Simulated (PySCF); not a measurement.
**Working out the ionisation energy of Sr**

Sr [Kr] 5s2 (1S) → Sr⁺ [Kr] 5s1 (2S). Computed with PySCF 2.14 in ANO-RCC-VTZP, with the spin-free X2C one-electron Hamiltonian (Gaussian nucleus). Frozen: [Ar] 3d10. Energies in hartree (1 hartree = 27.21139 eV):

```tsv
part	Sr (lower)	Sr⁺ (upper)
UHF	-3177.234519	-3177.060268
MP2 opposite-spin	-0.157884	-0.135808
MP2 same-spin	-0.056825	-0.051892
```

Task: What does Hartree-Fock give?

Result: (-3177.060268) − (-3177.234519) = 0.174251 hartree = 4.742 eV.

Task: What do MP2 and SCS-MP2 (6/5 opposite-spin, 1/3 same-spin) give?

Result: The opposite-spin parts differ by 0.601 eV and the same-spin parts by 0.134 eV. MP2: 4.742 + (0.601) + (0.134) = 5.477 eV. SCS-MP2: 4.742 + 1.2 × (0.601) + (0.134)/3 = 5.508 eV.

Measured between the centres of the two terms (NIST): 5.695 eV, so MP2 (valence and next inner shell) is off by -0.218 eV.

What remains against the reference includes basis incompleteness, the frozen core and correlation beyond second order.
